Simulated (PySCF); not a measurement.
**Radial density of S²⁺ (sulfur, charge +2)**

PBE, [Ne] 3s2 3p2, high-spin 3P determinant. Computed with PySCF 2.14 in x2c-TZVPall, with the spin-free X2C one-electron Hamiltonian (Gaussian nucleus).

```csv
r (bohr),4πr²ρ (e/bohr),4πr²(ρα − ρβ)
0.00170,0.1070,0.0000
0.00286,0.2864,0.0000
0.00480,0.7328,0.0000
0.00808,1.818,0.0001
0.0136,4.214,0.0003
0.0229,8.720,0.0011
0.0385,14.83,0.0050
0.0647,18.39,0.0235
0.109,14.85,0.0934
0.183,12.24,0.2423
0.308,17.38,0.2809
0.518,12.18,0.0133
0.871,3.229,0.4310
1.47,2.902,1.3237
2.46,0.8922,0.5361
4.14,0.02725,0.0193
6.97,6.496e-05,0.0001
```

Densities and radii are taken from the X2C orbitals without a picture-change correction, which distorts them close to the nucleus.
